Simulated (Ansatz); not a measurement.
**Strength of the Ge–Ge bond: Ge2H6O2 → 2 GeH2(OH)**

Species: Ge2H6O2 `[OH][GeH2][GeH2][OH]`, singlet; GeH2(OH), doublet. 

Shapes, held fixed at every level: PBE0-D4/def2-TZVP. Flexible molecules stand in one conformer, not always the lowest. Programs: Ansatz 0.2.0. The zero-point and thermal change to 298 K, harmonic and unscaled (PBE0-D4/def2-TZVP), is -9.8 kJ/mol.

```tsv
level	kind	ΔH(298 K) (kJ/mol)	less CCSD(T)/def2-TZVPP
HF/def2-SVP	Hartree–Fock	+203.5	-78.6
SPW92/def2-TZVPP	LDA	+298.9	+16.8
B3LYP-D4/def2-TZVPP	global hybrid	+260.2	-21.9
BHLYP-D4/def2-TZVPP	global hybrid	+268.9	-13.2
r2SCAN0-D4/def2-TZVPP	global hybrid	+262.1	-20.0
B2PLYP/def2-TZVPP	double hybrid	+264.1	-18.0
MP2/def2-SVP	perturbation theory	+269.8	-12.3
CCSD(T)/def2-TZVPP	coupled cluster or CI	+282.1	0.0
```

The highest level, CCSD(T)/def2-TZVPP, gives ΔH(298 K) = +282.1 kJ/mol; the levels span +203.5 to +298.9. The column of differences is taken from that level and isn't an error. Hartree–Fock misses the correlation of the pair that is broken and comes out low. No measured value is set beside it here. Open shells run unrestricted unless RO is named. Relativity is left out for Ge unless named. Correlated rows may include outer-core shells of Ge, which these sets cover unevenly.
